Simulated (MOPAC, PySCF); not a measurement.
C$_{5}$H$_{8}$, SMILES `C=CC(=C)C` (C–C–C–C torsion 180°), neutral singlet in the gas phase. 

Cartesian coordinates (Å):
```xyz
13

C     -0.3579     0.2577     1.9559
C      0.4595     0.5264     0.9239
C      0.2789     0.0668    -0.4520
C      1.1788     0.4108    -1.3954
C     -0.9173    -0.7847    -0.7777
H     -0.1502     0.6408     2.9551
H     -1.2568    -0.3501     1.8398
H      1.3480     1.1423     1.0993
H      1.0751     0.0855    -2.4315
H      2.0444     1.0294    -1.1504
H     -0.9176    -1.7109    -0.1819
H     -1.8547    -0.2556    -0.5450
H     -0.9302    -1.0582    -1.8401
```
Charge 0, spin multiplicity 1.

All levels are single points at this geometry (PBE-D3(BJ)/def2-TZVP); Pople sets use spherical d functions. Orbital energies aren't observables, and empty levels follow the basis.

HF/3-21G in PySCF gives HOMO (eV) = -8.58.

Estimate the HOMO (eV) from each of these levels: PBE-D3(BJ)/def2-TZVP in PySCF; B3LYP/3-21G in PySCF; B3LYP/6-311+G** in PySCF; BP86/6-31G* in PySCF; M06-2X/6-31G* in PySCF; PBE/6-31G* in PySCF; HF/6-31G* in PySCF; HF/STO-3G in PySCF; AM1 in MOPAC; PM3 in MOPAC; PM6 in MOPAC; PM7 in MOPAC.


| level | HOMO (eV) |
|---|---|
| PBE-D3(BJ)/def2-TZVP in PySCF | -5.71 |
| B3LYP/3-21G in PySCF | -6.17 |
| B3LYP/6-311+G** in PySCF | -6.49 |
| BP86/6-31G* in PySCF | -5.45 |
| M06-2X/6-31G* in PySCF | -7.53 |
| PBE/6-31G* in PySCF | -5.35 |
| HF/6-31G* in PySCF | -8.51 |
| HF/STO-3G in PySCF | -6.95 |
| AM1 in MOPAC | -9.18 |
| PM3 in MOPAC | -9.27 |
| PM6 in MOPAC | -9.29 |
| PM7 in MOPAC | -9.36 |
